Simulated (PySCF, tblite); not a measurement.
Isomers of C5H5N2P, one GFN2-xTB conformer each. Single-point energies are computed at PBE0/pcSseg-1 (PySCF, gas phase, no added dispersion term), electronic only.

| SMILES | GFN2-xTB relative energy (kJ/mol) |
| --- | --- |
| C#Cc1nn(C)cp1 | 117.1 |
| Cn1cpc(C#N)c1 | 0.0 |

Question: What does PBE0/pcSseg-1 give for the same structures?

Answer: 
```tsv
SMILES	PBE0/pcSseg-1 E (Eh)	PBE0/pcSseg-1 (kJ/mol)	GFN2-xTB (kJ/mol)	point group
Cn1cpc(C#N)c1	-643.84184	0.0	0.0	–
C#Cc1nn(C)cp1	-643.76874	191.9	117.1	–
```

Both levels put the same isomer lowest. As drawn, the lower has a C≡N group, which the higher lacks; the higher has a C≡C bond and an N–N linkage, which the lower lacks.

Question: Which frontier levels, dipoles and rotational constants go with these structures?

Answer: 
```json
{"SMILES": "Cn1cpc(C#N)c1", "HOMO (eV, PBE0/pcSseg-1)": "-7.10", "LUMO (eV)": "-1.05", "dipole (D)": "7.65", "A, B, C (MHz)": "3532, 1303, 957.6"}
{"SMILES": "C#Cc1nn(C)cp1", "HOMO (eV, PBE0/pcSseg-1)": "-6.79", "LUMO (eV)": "-0.90", "dipole (D)": "3.31", "A, B, C (MHz)": "3476, 1364, 985.6"}
```

Question: What happens when harmonic zero-point energies from GFN2-xTB frequencies are added?

Answer: 
| SMILES | ZPE (kJ/mol) | electronic (kJ/mol) | with ZPE (kJ/mol) |
| --- | --- | --- | --- |
| Cn1cpc(C#N)c1 | 239.0 | 0.0 | 0.0 |
| C#Cc1nn(C)cp1 | 234.7 | 191.9 | 187.6 |

The zero-point energies span 4.3 kJ/mol. The order is unchanged.
